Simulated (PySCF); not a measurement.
PySCF job for Cl₃HOTi, SMILES [Ti]([Cl])([OH])([Cl])[Cl] (connectivity only; charge and spin as stated), charge +1, multiplicity 2, PBE0-D3(BJ)/def2-SVP. Coordinates come from a PBE0-D3(BJ)/def2-SVP optimisation. A frequency run showed that this geometry is not a minimum. The spin state was assumed, not searched. The isomer is the one that the SMILES or the coordinates give; other isomers of the formula were not compared. Other conformers were not sampled.

```python
import numpy as np
from pyscf import gto, scf, dft, df
from pyscf.hessian import thermo

mol = gto.M(
    atom='''
    Ti   -0.00000000    0.00000000    0.35316688
    Cl   -1.74004743   -1.00461685   -0.53128969
    Cl    0.00000000    2.00923370   -0.53128969
    Cl    1.74004743   -1.00461685   -0.53128968
    O    -0.00000001   -0.00000000    2.03925528
    H    -0.00000001    0.00000000    3.01206045
    ''',
    basis='def2-SVP',
    charge=1,
    spin=1,
    max_memory=1600,
    verbose=3,
)
mf = dft.UKS(mol, xc='pbe0').density_fit(auxbasis='def2-universal-jkfit')
mf.disp = 'd3bj'
mf.grids.level = 3
mf.conv_tol = 1e-11
mf.max_cycle = 100
mf.kernel()
fine, coarse = mf.grids, dft.Grids(mol).set(level=1).build(with_non0tab=True)
for _ in range(3):  # follow internal instabilities
    mf.grids = coarse
    mo, _, stable, _ = mf.stability(return_status=True, nroots=4)
    mf.grids = fine
    if stable:
        break
    mf.kernel(mf.make_rdm1(mo, mf.mo_occ))

# [left out here: the lines that compute and print the analytic Hessian (its translational invariance restored by hand, since the grid's response is missing), thermochemistry and intensities]
```

Program output:

```

WARN: HOMO -0.390078348657597 >= LUMO -0.390078348657596

converged SCF energy = -2304.41915206663  <S^2> = 0.77864808  2S+1 = 2.0284458
<class 'pyscf.df.df_jk.DFUKS'> wavefunction is stable in the internal stability analysis

WARN: DFTD3 does not support analytical Hessian, using finite difference


WARN: Mole.unit (angstrom) is changed to Bohr

Mode                                 0                   1                   2
Irrep
Freq [cm^-1]                     -124.2346           -124.2305            113.7031
Reduced mass [au]                  21.3615             21.3819             27.5525
Force const [Dyne/A]               -0.1943             -0.1944              0.2099
Char temp [K]                    -178.7459           -178.7401            163.5934
Normal mode                   x     y     z       x     y     z       x     y     z
       0  Ti                 0.08 -0.01  0.00    0.01  0.08 -0.00   -0.00 -0.00  0.08
       1  Cl                -0.02  0.06 -0.04    0.05 -0.07 -0.03    0.05  0.03 -0.05
       2  Cl                -0.10 -0.00 -0.00   -0.01  0.02  0.05    0.00 -0.06 -0.05
       3  Cl                -0.01 -0.04  0.04   -0.05 -0.07 -0.02   -0.05  0.03 -0.05
       4   O                 0.02 -0.00  0.00    0.00  0.02 -0.00   -0.00  0.00  0.08
       5   H                 0.14 -0.01  0.00    0.01  0.14 -0.00   -0.00  0.00  0.08
Mode                                 3                   4                   5
Irrep
Freq [cm^-1]                      143.8196            143.8784            231.5495
Reduced mass [au]                   4.6355              4.6364             13.6896
Force const [Dyne/A]                0.0565              0.0565              0.4324
Char temp [K]                     206.9244            207.0090            333.1482
Normal mode                   x     y     z       x     y     z       x     y     z
       0  Ti                -0.03 -0.00  0.00    0.00 -0.03 -0.00   -0.08 -0.00 -0.00
       1  Cl                -0.04 -0.03 -0.06   -0.03  0.00 -0.03    0.05  0.05 -0.00
       2  Cl                 0.02 -0.00  0.00   -0.00 -0.06  0.06   -0.04  0.00  0.00
       3  Cl                -0.03  0.03  0.05    0.03  0.00 -0.03    0.05 -0.05  0.00
       4   O                 0.15  0.00  0.00   -0.00  0.15 -0.00    0.11  0.00 -0.00
       5   H                 0.42  0.01  0.00   -0.01  0.42 -0.00   -0.20 -0.00 -0.00
Mode                                 6                   7                   8
Irrep
Freq [cm^-1]                      231.5712            342.7440            342.8021
Reduced mass [au]                  13.6914              1.3759              1.3757
Force const [Dyne/A]                0.4326              0.0952              0.0952
Char temp [K]                     333.1794            493.1323            493.2158
Normal mode                   x     y     z       x     y     z       x     y     z
       0  Ti                 0.00 -0.08 -0.00    0.03  0.00  0.00    0.00 -0.03  0.00
       1  Cl                 0.05 -0.01 -0.00   -0.03 -0.02 -0.01    0.02  0.01  0.01
       2  Cl                 0.00  0.08  0.00    0.01 -0.00  0.00    0.00  0.04 -0.02
       3  Cl                -0.05 -0.01 -0.00   -0.03  0.02  0.01   -0.02  0.01  0.01
       4   O                -0.00  0.11  0.00    0.08  0.00  0.00    0.00 -0.08  0.00
       5   H                 0.00 -0.20  0.00   -0.85 -0.00  0.00   -0.00  0.85  0.00
Mode                                 9                  10                  11
Irrep
Freq [cm^-1]                      396.8607            949.6628           3810.9087
Reduced mass [au]                  29.4968             10.8734              1.0699
Force const [Dyne/A]                2.7372              5.7777              9.1548
Char temp [K]                     570.9942           1366.3533           5483.0492
Normal mode                   x     y     z       x     y     z       x     y     z
       0  Ti                -0.00  0.00  0.06   -0.00  0.00 -0.08    0.00 -0.00 -0.00
       1  Cl                -0.07 -0.04 -0.04    0.00  0.00  0.00   -0.00 -0.00 -0.00
       2  Cl                -0.00  0.08 -0.04    0.00 -0.00  0.00   -0.00  0.00 -0.00
       3  Cl                 0.07 -0.04 -0.04   -0.00  0.00  0.00    0.00 -0.00 -0.00
       4   O                -0.00 -0.00  0.07   -0.00 -0.00  0.20   -0.00  0.00  0.06
       5   H                 0.00 -0.00  0.07   -0.00  0.00  0.21    0.00  0.00 -0.96
temperature 298.1500 [K]
pressure 101325.00 [Pa]
Rotational constants [GHz] 1.54908 1.54908 1.17711
Symmetry number 3
Zero-point energy (ZPE) 0.01528 [Eh]   40119.760 [J/mol]
                           tot       elec      trans        rot        vib
Entropy [J/mol/K]       358.011      5.763    172.887    112.711     66.649
Cv [J/mol/K]             85.338      0.000     12.472     12.472     60.394
Cp [J/mol/K]             93.652      0.000     20.786     12.472     60.394
Internal energy [J/mol]                      3718.434   3718.434  50985.532
Internal energy [Eh]   -2304.39690  -2304.41915
Enthalpy [J/mol]                             6197.391   3718.434  50985.532
Enthalpy [Eh]          -2304.39596
Gibbs free energy [J/mol]                  -45348.982 -29886.355  31114.010
Gibbs free energy [Eh] -2304.43661
mode   freq/cm-1   IR/(km/mol)
   1     -124.23        20.066
   2     -124.23        20.068
   3      113.70         1.539
   4      143.82         0.167
   5      143.88         0.167
   6      231.55         9.127
   7      231.57         9.132
   8      342.74       204.474
   9      342.80       204.433
  10      396.86        16.155
  11      949.66       173.672
  12     3810.91       923.356
max |gradient| / (hartree/bohr): 5.841540861773782e-05
APT charges: [-0.0891  0.4854  0.4854  0.4854 -0.9033  0.5362]
```

The run converged. The end point has an imaginary mode, so it is no minimum.

Cost: around 3 core-minutes (rough).
